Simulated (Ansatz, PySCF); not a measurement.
Reaction (SMILES): [CH2]B(F)F -> [CH2-]B(F)F (an electron is taken up)
Structures are relaxed separately at B3LYP-D3(BJ)/def2-TZVP in Ansatz (a quantum-chemistry and plane-wave program), one conformer each, not searched for the lowest. Frequencies are from Ansatz.

Property: adiabatic electron affinity (0 K, with B3LYP-D3(BJ) harmonic zero-point energies), positive where the reaction releases energy, in eV. Cores are frozen in the correlated levels unless marked. Open shells are spin-unrestricted. Spin-orbit coupling is left out. Non-relativistic. Anions need diffuse functions: aug- sets have them; def2-D sets add few; the other sets have none. Basis-set limits of correlation are two-point, X^-3; Hartree-Fock from the larger set. The bracket is a focal-point correction in the basis named.

| level | program | adiabatic electron affinity (eV) |
|---|---|---|
| revPBE-D3(BJ)/def2-TZVPD | Ansatz + dftd3 | 1.64 |
| revPBE/def2-TZVPD | Ansatz | 1.64 |
| TPSSh/def2-TZVPD | PySCF | (withheld) |
| B2GP-PLYP-D3(BJ)/def2-TZVPD | Ansatz + dftd3 | (withheld) |
| B2PLYP-D3(BJ)/def2-TZVPD | Ansatz + dftd3 | 1.64 |
| RPA@PBE/cc-pVQZ | Ansatz | 1.88 |
| SCS-MP2/aug-cc-pVTZ | Ansatz | 1.71 |
| SCS-MP2/cc-pVTZ | Ansatz | 1.40 |
| RI-MP2/CBS(aug-cc-pVTZ,aug-cc-pVQZ)+[CCSD(T)-MP2]/aug-cc-pVTZ | Ansatz | (withheld) |

**Question.** Fill in the missing entries.

**Answer.** 
- TPSSh/def2-TZVPD, adiabatic electron affinity (eV): 1.54
- B2GP-PLYP-D3(BJ)/def2-TZVPD, adiabatic electron affinity (eV): 1.62
- RI-MP2/CBS(aug-cc-pVTZ,aug-cc-pVQZ)+[CCSD(T)-MP2]/aug-cc-pVTZ, adiabatic electron affinity (eV): 1.77
